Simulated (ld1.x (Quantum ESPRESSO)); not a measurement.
## u(r) = r·R(r): atom against pseudo-atom (gallium)

Columns: radius, all-electron u(r) and pseudo u(r) of the 4p shell (level -2.57 eV) of gallium in the configuration [Ar] 3d10 4s2 4p1; PBEsol, scalar-relativistic, RRKJ scheme, ld1.x (Quantum ESPRESSO) 7.5.

```tsv
r (bohr)	all-electron	pseudo
0.120	0.1234	0.0017
0.240	-0.0088	0.0070
0.360	-0.1558	0.0169
0.480	-0.2086	0.0325
0.600	-0.1819	0.0549
0.720	-0.1111	0.0849
0.840	-0.0223	0.1225
0.960	0.0694	0.1671
1.080	0.1563	0.2168
1.200	0.2347	0.2695
1.320	0.3033	0.3223
1.440	0.3621	0.3726
1.560	0.4116	0.4182
1.680	0.4525	0.4574
1.800	0.4856	0.4895
1.920	0.5119	0.5146
2.040	0.5319	0.5334
2.160	0.5465	0.5471
2.280	0.5563	0.5564
2.400	0.5620	0.5620
2.520	0.5640	0.5640
2.640	0.5629	0.5629
2.760	0.5592	0.5592
2.880	0.5531	0.5531
3.000	0.5451	0.5451
3.120	0.5356	0.5356
```

Task: How many radial nodes do the two functions have?

Result: The all-electron 4p function has n − l − 1 = 2; the pseudo-wave has 0, since the states of the same l below it are removed with the core.

Task: At about which radius was the pseudo-wave matched?

Result: 2.40 bohr, where the columns begin to agree (steps of 0.12 bohr).

Task: Is the pseudo-wave norm-conserving?

Result: Yes: the RRKJ scheme keeps the norm inside the radius equal to the all-electron one, which fixes the energy derivative of the logarithmic derivative at the level.
